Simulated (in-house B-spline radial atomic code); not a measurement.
Computed with a B-spline radial atomic code. Model: two electrons, singlet ground state, non-relativistic, full CI in B-splines with partial waves to l = 8 (at full coupling up to 3e-4 hartree above the limit, correlation up to 0.6 % small), density held at that of full coupling by Lieb maximisation.

Along the adiabatic connection the electron repulsion is scaled by a coupling λ while a local potential keeps the density fixed. At λ = 0 the system is the Kohn-Sham one and W equals the exchange energy; the exchange-correlation energy is the area under W between 0 and 1. The kinetic energy rises with λ as the electrons avoid each other, with dT/dλ = −λ dW/dλ.

Command:
```bash
python run_ac.py task.json out
```
Settings (lengths in bohr, energies in hartree):
```
potential              yukawa
strength               4.61
lmax                   8
second                 1.48
```

Time taken, with all properties: 13 s on 1 thread of Intel(R) Xeon(R) Processor @ 2.30GHz, on a shared host.

**W = mean repulsion less Hartree energy, and W of three functionals.**

Given: confinement screened point charge; nuclear charge 4.61; screening of the nucleus 1.48 1/bohr; external potential -Z exp(-k r)/r.

Computed: PBE exchange minus exact 27.585 millihartree; SCAN exchange minus exact -12.027 millihartree.

| coupling | W xc (hartree) | W xc minus exchange (millihartree) | kinetic minus Kohn-Sham (millihartree) | LDA (PW92) W minus its exchange (millihartree) | PBE W minus its exchange (millihartree) | SCAN W minus its exchange (millihartree) |
| --- | --- | --- | --- | --- | --- | --- |
| 0 | -2.4172 | 0 | 0 | 0 | 0 | 0 |
| 0.02 | -2.4191 | -1.923 | 0 | -13.92 | -1.76 | -1.83 |
| 0.05 | -2.4219 | -4.794 | 0.1 | -29.27 | -4.43 | -4.54 |
| 0.12 | -2.4286 | -11.428 | 0.7 | -57.84 | -10.71 | -10.74 |
| 0.25 | -2.4407 | -23.516 | 2.9 | -99.7 | -22.41 | -21.89 |
| 0.4 | -2.4543 | -37.103 | 7.3 | -139.15 | -35.81 | -34.28 |
| 0.6 | -2.4718 | -54.642 | 16.1 | -183.48 | -53.37 | -50.13 |
| 0.8 | -2.4887 | -71.551 | 27.9 | -221.73 | -70.49 | -65.29 |
| 1 | ? | ? | ? | ? | ? | ? |
| 1.4 | -2.536 | -118.81 | 79.7 | -314.71 | -118.96 | -107.3 |
| 2 | -2.5786 | -161.45 | 151.9 | -387.92 | -163.16 | -145.01 |
| 3 | ? | ? | ? | ? | ? | ? |
| 4.5 | -2.7185 | -301.31 | 595.4 | -594.92 | -310.75 | -269.78 |
| 7 | -2.8168 | -399.63 | 1154.1 | -727.19 | -418.03 | -360.45 |
| 10 | -2.9016 | -484.48 | 1868.2 | -839.61 | -514.69 | -441.9 |

(1) What belongs in the row 1?

(2) What belongs in the row 3?

(3) What is the LDA exchange minus exact?

**Energy parts, natural occupations and partial-wave weights.**

Computed: total energy -7.8811 hartree; exchange energy -2.4172 hartree; kinetic part of the DFT correlation energy 0.042581 hartree; initial slope twice GL2 -0.096374 hartree; Hartree energy 4.8343 hartree; Kohn-Sham kinetic 15.894 hartree; Lieb Oxford ratio E_xc over LDA exchange 1.1817.

| natural | occupation of the shell (electrons) |
| --- | --- |
| s | 1.9966 |
| p | 0.0016174 |
| s | ? |
| d | 8.376e-05 |
| p | 6.7794e-05 |
| s | 3.6396e-05 |

(4) What belongs in the row s?

```json
{"wave": "s", "weight": "0.9991"}
{"wave": "p", "weight": "0.00084628"}
{"wave": "d", "weight": "4.7583e-05"}
{"wave": "f", "weight": "?"}
{"wave": "g", "weight": "1.6439e-06"}
```

(5) What belongs in the row f?

(6) What is the correlation energy?

(7) What is the kinetic part over minus potential part?

Results:

(1) W xc (hartree): -2.505; W xc minus exchange (millihartree): -87.863; kinetic minus Kohn-Sham (millihartree): 42.6; LDA (PW92) W minus its exchange (millihartree): -255.73; PBE W minus its exchange (millihartree): -87.13; SCAN W minus its exchange (millihartree): -79.84.

(2) W xc (hartree): -2.641; W xc minus exchange (millihartree): -223.85; kinetic minus Kohn-Sham (millihartree): 307.1; LDA (PW92) W minus its exchange (millihartree): -484.71; PBE W minus its exchange (millihartree): -228.49; SCAN W minus its exchange (millihartree): -200.31.

(3) 333.33 millihartree.

(4) occupation of the shell (electrons): 0.0015752.

(5) weight: 6.9651e-06.

(6) -0.045281 hartree.

(7) 0.48463.

Half-way to full coupling W has made 52 % of its drop, against 50 % for a straight line, and second-order (GL2) theory, half the initial slope, overshoots the correlation energy by about 6 %: correlation is weak here. Over couplings 0 to 1 the errors in E_xc come to about +226 millihartree for LDA, +29 millihartree for PBE, -8.3 millihartree for SCAN, so SCAN is nearest. In LDA and SCAN the errors of exchange and correlation have opposite signs, so the sum is smaller than the larger of the two.
